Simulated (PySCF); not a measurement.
**Two-dimensional NMR puzzle**

Compound of formula C$_{6}$H$_{14}$O. Correlations simulated from computed shifts and couplings:

HSQC (one-bond C–H):
```csv
δH,δC,"¹J(C,H) (Hz)"
3.31,59.3,145
2.74,84.7,142
0.88,28.1,132
```

HMBC (two and three bonds, |J| ≥ 2.5 Hz):
```csv
δH,δC [abs. J in Hz]
3.31,84.7 [5.8]
2.74,28.1 [3.6]
0.88,"84.7 [5.0], 31.9 [3.2], 28.1 [5.1]"
```

Carbons without hydrogens: δ 31.9.

PySCF 2.14.0 with density-fitted response routines calculation with spin–spin couplings from B3LYP/pcJ-1 (without the spin–dipole term), geometry from PBE0-D3(BJ)/def2-SVP and shielding tensors at PBE0/pcSseg-1 (GIAO); averaged over atoms made equivalent by symmetry, fast rotation or ring inversion, one conformer, in vacuum, no relativistic terms.

Scale: TMS for ¹H (σref 31.27), ¹³C (σref 184.41) (reference shieldings calculated alike).

Exchangeable hydrogens are left out of these lists, and C,H couplings along chains are those of one rotamer, so weak HMBC peaks may be missing or extra.

**Question.** Which molecule is this?

**Answer.** neo-PeOMe.

Atom-mapped SMILES (the numbers label the heavy atoms): `[CH3:1][O:2][CH2:3][C:4]([CH3:5])([CH3:6])[CH3:7]`; H(Xn) means a hydrogen on atom n.

δC 84.7 is C3, an sp3 CH2 bonded to O (δH 2.74). δC 59.3 is C1, a methyl carbon bonded to O (δH 3.31). δC 31.9 is C4, a quaternary sp3 carbon. δC 28.1 is C5/C6/C7, a methyl carbon (δH 0.88). HMBC from δH 0.88 reaches the proton-free carbon C4.

The shifts were computed for this structure.

Shifts are as computed. Against solution values, carbons near 30 ppm lie about +2 ppm off and those near 130 ppm about +5 ppm. Of 1211 compounds with measured shifts, 218 miss one by over three times the rms of a fit or turn the order of signals round; such compounds aren't used in these exercises.
